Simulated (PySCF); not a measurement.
Telling isomers of C5H9NOSi2 apart by NMR

Method: GFN2-xTB geometry, PBE0/pcSseg-1 with gauge-including orbitals, in PySCF 2.14 (rapidly exchanging positions averaged, isolated molecule, a single conformation, non-relativistic Hamiltonian).

Scale: 1H and 13C vs TMS (reference shieldings calculated alike). Where no couplings were computed, multiplicities follow the n + 1 count of equivalent neighbours, and m marks all less simple cases (inequivalent or close neighbours, rings, F or P nearby). Shifts are as computed. Against solution values, carbons near 30 ppm lie about +3 ppm off and those near 130 ppm about +5 ppm. Of 1211 compounds with measured shifts, 218 miss one by over three times the rms of a fit or turn the order of signals round; such compounds aren't used in these exercises. OH and NH positions are gas-phase values without hydrogen bonding to other molecules.

(1) Tabulate the signals of `N#C[C@@]12CO[C@@H](C1)[SiH2][SiH2]2`, `C=C1C[C@](C#N)(O[SiH3])[SiH2]1`, `C#CC(=O)[C@@H]1C[SiH2][Si@H]1N` and their relative energies.

(2) What is the quickest way to tell C=C1C[C@](C#N)(O[SiH3])[SiH2]1 from C#CC(=O)[C@@H]1C[SiH2][Si@H]1N?

(3) What is the quickest way to tell N#C[C@@]12CO[C@@H](C1)[SiH2][SiH2]2 from C=C1C[C@](C#N)(O[SiH3])[SiH2]1?

(4) What is the quickest way to tell N#C[C@@]12CO[C@@H](C1)[SiH2][SiH2]2 from C#CC(=O)[C@@H]1C[SiH2][Si@H]1N?

## Answers

(1) 
```tsv
SMILES	carbon types	δC	δH	E rel. (kcal/mol)
N#C[C@@]12CO[C@@H](C1)[SiH2][SiH2]2	2×C 1×CH 2×CH2	125.2, 78.8, 74.2, 43.4, 23.0	4.75 (m, 1H), 4.21 (m, 1H), 4.18 (m, 1H), 4.14 (m, 1H), 4.13 (m, 1H), 4.13 (m, 1H), 3.86 (m, 1H), 2.67 (m, 1H), 1.87 (m, 1H)	0.0
C=C1C[C@](C#N)(O[SiH3])[SiH2]1	3×C 2×CH2	147.8, 140.9, 125.2, 59.4, 55.6	6.39 (br s, 1H), 6.12 (br s, 1H), 5.32 (m, 1H), 5.22 (m, 1H), 4.89 (s, 3H), 3.84 (m, 1H), 3.61 (m, 1H)	17.2
C#CC(=O)[C@@H]1C[SiH2][Si@H]1N	2×C 2×CH 1×CH2	194.5, 89.3, 84.1, 69.7, 14.6	5.27 (m, 1H), 5.00 (m, 1H), 4.76 (m, 1H), 3.85 (m, 1H), 2.85 (s, 1H), 1.43 (m, 1H), 1.41 (m, 1H), 0.99 (br s, 2H)	24.6
```

Energies are electronic energies at PBE0/pcSseg-1 on these geometries, without zero-point or thermal terms, each for the one conformer computed, which needn't be the lowest.

(2) Both give the same number of carbon signals, but DEPT or the intensities differ. The first has a terminal =CH2 carbon at 140.9 ppm, the second a terminal alkyne carbon (CH) at 89.3 ppm. Their most deshielded carbons lie at 147.8 and 194.5 ppm. In the proton spectra the most deshielded non-exchanging signals are 6.39 (br s, 1H) and 5.27 (m, 1H).

(3) Both give the same number of carbon signals, but DEPT or the intensities differ. The first has an sp3 CH bonded to O and Si at 74.2 ppm, the second a terminal =CH2 carbon at 140.9 ppm. Their most deshielded carbons lie at 125.2 and 147.8 ppm. In the proton spectra the most deshielded non-exchanging signals are 4.75 (m, 1H) and 6.39 (br s, 1H).

(4) Both give the same number of carbon signals, but DEPT or the intensities differ. The first has an sp3 CH2 bonded to O at 78.8 ppm, the second a carbonyl carbon of an ynone (C) at 194.5 ppm. Their most deshielded carbons lie at 125.2 and 194.5 ppm. In the proton spectra the most deshielded non-exchanging signals are 4.75 (m, 1H) and 5.27 (m, 1H).
